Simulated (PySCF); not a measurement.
GaHBr₂, SMILES [Br][GaH][Br].

Coordinates come from a PBE-D3(BJ)/def2-SVP optimisation.

These are PySCF with PBE-D3(BJ)/def2-SVP values and carry that method's errors.

Frequencies are harmonic and unscaled.

Computed normal modes with their intensities:
| mode | ν (cm⁻¹) | IR (km/mol) | moving atoms (share of kinetic energy) |
|---|---|---|---|
| 1 | 89 | 1.9 | Br 72 %, Ga 27 % |
| 2 | 275 | 11.7 | Br 59 %, Ga 41 % |
| 3 | 328 | 63.0 | Ga 62 %, Br 38 % |
| 4 | 402 | 22.8 | H 92 % |
| 5 | 573 | 102.8 | H 99 % |
| 6 | 1968 | 87.3 | H 99 % |
